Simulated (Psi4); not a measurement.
A dimer, CH2O2 ··· H4OSi (SMILES O=CO and O[SiH3]); the first 5 atoms form monomer A.

```
11

O      0.8116    -0.5388     0.0136
C     -0.4226    -0.0075    -0.0032
O     -0.6693     1.1634    -0.0206
H      1.4495     0.1945     0.0087
H     -1.1692    -0.8117     0.0016
Si    -0.5373     4.5179    -1.4513
O     -0.5463     3.4179    -2.6845
H     -0.6369     3.8556    -0.1269
H     -1.6611     5.4802    -1.5686
H      0.7489     5.2334    -1.5587
H     -1.3105     2.8460    -2.7854
```

### Question
What interaction energy does SAPT0/jun-cc-pVDZ, frozen core run with Psi4 give, and which attractive term is the largest?

### Answer
Total -2.49 kJ/mol: electrostatics -4.39, exchange 7.15, induction -1.51, dispersion -3.73. The most attractive term is electrostatics.
